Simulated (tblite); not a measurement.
C6H4NOSi (doublet state).
SMILES with atom numbers: `[H]/[N:9]=[CH:8]/[C:7]#[C:6][C:4]([SiH:3][C:2]#[CH:1])=[O:5]` (hydrogens: H10 on C1; H11 on Si3; H12 on C8; H13 on N9)

Computed geometry: GFN2-xTB, gas phase. This method treats the open shell by occupation alone, without spin polarisation.

(1) List the bond lengths, angles and torsions at this level.

Answers

(1) 
```json
{"bond": "C1≡C2", "length (Å)": "1.207", "order": "triple"}
{"bond": "C2–Si3", "length (Å)": "1.823", "order": "single"}
{"bond": "Si3–C4", "length (Å)": "1.876", "order": "single"}
{"bond": "C4=O5", "length (Å)": "1.233", "order": "double"}
{"bond": "C4–C6", "length (Å)": "1.415", "order": "single"}
{"bond": "C6≡C7", "length (Å)": "1.215", "order": "triple"}
{"bond": "C7–C8", "length (Å)": "1.405", "order": "single"}
{"bond": "C8=N9", "length (Å)": "1.268", "order": "double"}
{"bond": "C1–H10", "length (Å)": "1.052", "order": "single"}
{"bond": "Si3–H11", "length (Å)": "1.450", "order": "single"}
{"bond": "C8–H12", "length (Å)": "1.101", "order": "single"}
{"bond": "N9–H13", "length (Å)": "1.017", "order": "single"}
```

Orders are formal, as drawn. A selection of angles:
```json
{"angle": "C1–C2–Si3", "degrees": "177.2"}
{"angle": "C2–Si3–C4", "degrees": "119.6"}
{"angle": "Si3–C4–O5", "degrees": "122.6"}
{"angle": "Si3–C4–C6", "degrees": "111.6"}
{"angle": "O5–C4–C6", "degrees": "125.8"}
{"angle": "C4–C6–C7", "degrees": "178.3"}
{"angle": "C6–C7–C8", "degrees": "179.9"}
{"angle": "C7–C8–N9", "degrees": "120.6"}
{"angle": "H13–N9–C8", "degrees": "114.7"}
```

Dihedral angles: C2–Si3–C4–O5 -1° (synperiplanar); H13–N9–C8–C7 180° (antiperiplanar). The mirror-image conformer, all signs reversed, is as good.

Si3 (silicon bonded to 2 C and H) is planar (angles 122.4°, 119.6° and 118.0°, sum 360.0°, 0.01 Å off the plane of its three neighbours). C4 (carbon bonded to C, O and Si) is planar (angles 125.8°, 122.6° and 111.6°, sum 360.0°, 0.00 Å off the plane of its three neighbours). C8 (carbon bonded to C, N and H) is planar (angles 125.3°, 120.6° and 114.1°, sum 360.0°, 0.00 Å off the plane of its three neighbours). The 2 C–Si bonds span 1.823 Å (C2–Si3, drawn single) to 1.876 Å (Si3–C4, drawn single), a spread of 0.053 Å. The C–C distances run from 1.207 Å (C1≡C2, drawn triple) to 1.415 Å (C4–C6, drawn single), a spread of 0.208 Å.

Point group: near Cs, missed by 0.20 Å at most; the miss may be what the optimiser left on a soft mode. Its GFN2-xTB frequencies are all real (lowest 39 cm⁻¹). 3 starts were optimised and ended at 0.00, 0.00 and 1.78 kcal/mol (GFN2-xTB); the lowest of these is shown.
